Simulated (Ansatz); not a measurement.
Program: Ansatz. Geometries: PBE0-D4/def2-TZVP. ΔE: electronic, gas phase. CBS: MP2 limit from def2 TZ/QZ plus the TZ coupled-cluster correction, frozen cores. This one scheme is used for every species. DFT in def2-TZVPP. B3LYP here is the variant with VWN-RPA as its local correlation; programs differ in this. For Ge outer-core shells are correlated without core-valence functions, which leaves a few kJ/mol of doubt a bond. Scalar relativity is left out up to krypton. Each species was taken in one conformer, which may not be the lowest.

Reaction (silylene loss): `[F][Ge]([SiH3])([SH])[Cl]` → `[F][GeH]([SH])[Cl]` + `[SiH2]`

`[F][Ge]([SiH3])([SH])[Cl]`:

Cartesian coordinates in Å:
```
F 0.492 -0.078 2.210
Ge 0.338 -0.674 0.583
Si -1.127 0.794 -0.595
S 2.364 -0.974 -0.234
Cl -0.484 -2.644 0.766
H -2.382 0.929 0.182
H -1.380 0.197 -1.927
H -0.440 2.103 -0.729
H 2.619 0.346 -0.255
```

`[F][GeH]([SH])[Cl]`:

Z-matrix (Å, degrees):
```
Ge
S 1 2.189
Cl 1 2.132 2 111.4
F 1 1.729 2 109.6 3 114.7
H 1 1.526 2 112.0 3 -125.4
H 2 1.344 1 92.8 3 -46.4
```

`[SiH2]`:

Cartesian coordinates in Å:
```
Si -0.565 0.379 -0.209
H -0.023 -0.071 1.144
H 0.588 -0.308 -0.934
```

(1) Is it downhill or uphill in electronic energy at CCSD(T)/CBS, and by how much? (An estimate is asked.)

(2) What do these levels give: B2PLYP, r2SCAN, B3LYP, MP2/def2-TZVPP, CCSD/def2-TZVPP, MP2/CBS(def2)? (Estimate.)

Largest T1 diagnostic among the species: 0.014.

## Answers

(1) Ansatz gave: Uphill: ΔE = +260.3 kJ/mol.

(2) Ansatz gave: B2PLYP 254.2, r2SCAN 279.7, B3LYP 245.5, MP2/def2-TZVPP 268.8, CCSD/def2-TZVPP 245.5, MP2/CBS(def2) 278.0 kJ/mol.

The D4 term adds +14.9 kJ/mol with B3LYP and +8.4 kJ/mol with PBE0; it sums over pairs of atoms, weighted by their polarisabilities, and B3LYP, whose exchange is more repulsive, gets the larger term. In def2-TZVPP, CCSD(T) changes the Hartree–Fock value by +20.3 kJ/mol (the triples alone add +5.7 kJ/mol) and MP2 by +37.9 kJ/mol. From PBE to PBE0 (25 % exact exchange), in def2-TZVPP and without D4, ΔE moves by +4.4 kJ/mol.
